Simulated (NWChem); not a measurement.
Species: SiH4S; SMILES [SiH3]S

```xyz
6

Si     0.0036     0.9925    -0.0003
S      0.0790    -1.1550    -0.0012
H     -0.6811     1.5259     1.2150
H      1.4286     1.4267    -0.0061
H     -0.6913     1.5261    -1.2097
H     -1.2623    -1.3195     0.0016
```
Atoms are numbered in this order, from 1.

All runs: NWChem. Geometry optimised at PBE0/def2-SVP; all other runs use it. 

| quantity | level | value |
|---|---|---|
| vertical ionisation energy, ΔSCF (eV) | CAM-B3LYP/def2-SVP | 9.88 |
| isotropic polarisability (bohr³), static | CAM-B3LYP/def2-SVPD | (withheld) |
| vertical, lowest state with f > 0.02, singlet (eV) | CAM-B3LYP/def2-SVPD, TDA | 6.19 |
| cavity-dispersion-structure term (kcal/mol) in n-hexane | PBE0/def2-SVP, SMD | (withheld) |
| dipole (D) | PBE0/def2-SVP | 1.21 |
| highest harmonic frequency (cm⁻¹) | PBE0/def2-SVP | (withheld) |

Question: Some entries are withheld; supply them.

Answer: 
- isotropic polarisability (bohr³), static, value: 51.0
- cavity-dispersion-structure term (kcal/mol) in n-hexane, value: -1.4
- highest harmonic frequency (cm⁻¹), value: 2714
